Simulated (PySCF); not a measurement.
Estimate the missing entries of this data sheet.

C6H9Si2 (doublet state).
SMILES with atom numbers: `[SiH2:1][c:2]1[cH:3][cH:4][c:5]([SiH3:6])[cH:7][cH:8]1` (hydrogens: H9, H10 on Si1; H11 on C3; H12 on C4; H13, H14, H15 on Si6; H16 on C7; H17 on C8)

Structure used (PBE0-D3(BJ)/def2-SVP), in Å, numbered top down from 1:
```xyz
17
C6H9Si2 angstrom
Si    -3.4612   -0.4098   -0.3517
C     -1.6223   -0.1933   -0.1667
C     -0.9464    0.8498   -0.8264
C      0.4339    0.9821   -0.7276
C      1.1979    0.0779    0.0279
Si     3.0595    0.2779    0.1864
C      0.5243   -0.9671    0.6784
C     -0.8570   -1.1042    0.5829
H     -4.0619   -1.1315    0.8109
H     -4.1510    0.8864   -0.6292
H     -1.5094    1.5731   -1.4235
H      0.9241    1.8075   -1.2526
H      3.6589    0.6206   -1.1388
H      3.4040    1.3749    1.1431
H      3.6522   -0.9966    0.6911
H      1.0884   -1.6922    1.2719
H     -1.3479   -1.9313    1.1041
```

| property | level | value |
| --- | --- | --- |
| rotational constants A, B, C | PBE0-D3(BJ)/def2-SVP | ? |
| dipole moment | PBE0-D3(BJ)/def2-SVP | ? |
| isotropic g value | unrestricted B3LYP/IGLO-III on C Si, pcH-1 on H, mean-field spin–orbit | 2.00314 |
| spin squared ⟨S²⟩ | unrestricted B3LYP/IGLO-III on C Si, pcH-1 on H | ? |
| largest isotropic hyperfine couplings (means over sets of like nuclei) | unrestricted B3LYP/IGLO-III on C Si, pcH-1 on H, mean-field spin–orbit | ? |

The electronic properties come from PySCF, for the isolated species, density fitting. Couplings of like nuclei are plain means over topologically equivalent atoms, as if these changed places fast (by rotation of a methyl-like group, say); in this geometry the members of some sets differ.

(1) Give the largest isotropic hyperfine couplings (means over sets of like nuclei).

(2) What is the dipole moment?

(3) What are the rotational constants A, B, C?

(4) What is the spin squared ⟨S²⟩?

Answers

(1) 29Si -446.1 (Si1), 1H +38.4 (H9/H10), 13C +9.4 (C2), 13C +7.4 (C5), 13C +7.3 (C3/C8) MHz.

(2) 0.03 D.

(3) 5.150, 0.664, 0.594 GHz.

(4) 0.756.

⟨S²⟩ is 0.006 above the pure-spin value S(S + 1) = 0.75. g_iso is shifted by about +820 ppm from the free-electron value 2.002319. At 9.50 GHz, hν = g·μB·B₀ (B₀ the magnetic field) puts the centre of the isotropic spectrum, to first order, at 338.8 mT. With B = h/(8π²I), that is 505.379 GHz u Å² over I, the principal moments of inertia are 98.1, 760.6 and 851.5 u Å² (most abundant isotopes); the inertial defect Ic − Ia − Ib is -7.2 u Å² (zero for a rigid planar frame, negative otherwise).

For the geometry optimisation (PBE0-D3(BJ)/def2-SVP), the run took 3.4 min on one thread of an x86-64 server, on a shared host.

One conformer stands for the species.
